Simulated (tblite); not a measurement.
Species: C3H13NSi2.
Atom-mapped SMILES: `[CH3:1][NH:2][SiH2:3][CH2:4][CH2:5][SiH3:6]` (hydrogens: H7, H8, H9 on C1; H10 on N2; H11, H12 on Si3; H13, H14 on C4; H15, H16 on C5; H17, H18, H19 on Si6)

Computed with GFN2-xTB (tblite), gas phase: nudged elastic band of 9 images (0 to 8), spring 0.2 eV/Å², climbing image at the end, force threshold 0.05 eV/Å. No saddle search or frequency run followed, so the top image need not be a first-order saddle, and its height can exceed the method's true barrier by a kcal/mol or more.

The band describes a rotation about C4–C5 (sp3 carbon bound to silicon, sp3 carbon bound to silicon), followed by the dihedral Si3–C4–C5–Si6, from the optimised start (180°) to a second optimised geometry at -69°.

Problem. How does the energy change from image to image?

Solution. 
```
image  dihedral (°)  E (kJ/mol)  C4–C5 (Å)  Si3···Si6 (Å)  largest true force (eV/Å)
    0           180        0.00      1.527           4.59                       0.01
    1          -167        1.16      1.528           4.57                       0.03
    2          -154        4.35      1.531           4.52                       0.04
    3          -140        8.38      1.534           4.43                       0.04
    4          -125       11.01      1.537           4.30                       0.03
    5          -110       10.32      1.536           4.14                       0.04
    6           -95        7.15      1.533           3.96                       0.04
    7           -80        4.84      1.529           3.76                       0.03
    8           -69        3.65      1.527           3.68                       0.01
```

Barriers of this band. The top is image 4 at -125°: 11.01 kJ/mol forward and 7.36 kJ/mol back; the end lies 3.65 kJ/mol above the start. The central bond is 0.010 Å longer at the top than at the start.

Problem. What rate follows at 350 K for crossing this barrier forward?

Solution. Taking the electronic barrier for the free energy of activation (no zero-point or entropy terms, transmission 1), rate = (kT/h)·exp(−ΔE/kT) ≈ 2 × 10^11 s⁻¹, whose inverse is 6 × 10^-12 s. An error of 1 kcal/mol in the barrier changes this by a factor of 4, and the method and the loose band can each miss by that much or more. The barrier is only 3.8 kT, where transition-state theory is rough.

Problem. How would the two end points share their population at 350 K, from these energies alone?

Solution. exp(−ΔE/kT) with ΔE = 0.038 eV gives 0.28 for the higher one (end) against 1 for the lower, without vibrational, rotational or degeneracy terms. GFN2-xTB can put conformers this close in the wrong order.

Problem. How long is the path, and how are the images spaced?

Solution. Cartesian distances between aligned neighbours (all atoms, Å): 0.73, 0.76, 0.78, 0.81, 0.77, 0.81, 0.89, 1.03; the sum is 6.59 Å, and the top lies 47 % of the way along.

What follows is the cost of the whole band run. Hardware: one thread of an x86-64 server, shared host. Cost: 5.0 s wall.
